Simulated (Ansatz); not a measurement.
Species: BI, net charge 1, doublet state. SMILES: [B][I+]
Geometry: optimised at B3LYP-D3(BJ)/def2-TZVP (Ansatz, a first-principles code).

Wanted: vertical electron affinity (to the singlet state of charge +0; a negative value means that the extra electron is unbound and the number depends on the basis; each state is the SCF solution reached for its spin; for the singlet the Hartree-Fock reference is unstable and T1 is 0.021), in eV. Valence correlation only, unless marked. UHF or UKS for open shells. Spin-orbit coupling is left out. Frozen are the shells of the preceding noble gas and the d and f shells that filled before the atom's block. In def2 rows, elements after Kr have scalar-relativistic effective core potentials. Basis-set limits of correlation are two-point, X^-3; Hartree-Fock from the larger set.

```csv
level,program,vertical electron affinity (eV)
SVWN5/def2-TZVPD,Ansatz,…
PBE/def2-TZVPD,Ansatz,8.75
r2SCAN/def2-TZVPD,Ansatz,…
B3LYP/def2-TZVPD,Ansatz,…
PBE0/def2-TZVPD,Ansatz,8.82
BHLYP/def2-TZVPD,Ansatz,8.85
CAM-B3LYP/def2-TZVPD,Ansatz,8.97
wB97M-V/def2-TZVPD,Ansatz,9.06
wB97X-V/def2-TZVPD,Ansatz,…
wB97X/def2-TZVPD,Ansatz,8.90
CCSD/def2-TZVPPD,Ansatz,8.90
"CCSD(T)/CBS(def2-TZVPPD,def2-QZVPPD)",Ansatz,9.06
```

### Question
Complete the blanks.

### Answer

- SVWN5/def2-TZVPD, vertical electron affinity (eV): 8.95
- r2SCAN/def2-TZVPD, vertical electron affinity (eV): 8.65
- B3LYP/def2-TZVPD, vertical electron affinity (eV): 8.92
- wB97X-V/def2-TZVPD, vertical electron affinity (eV): 9.00
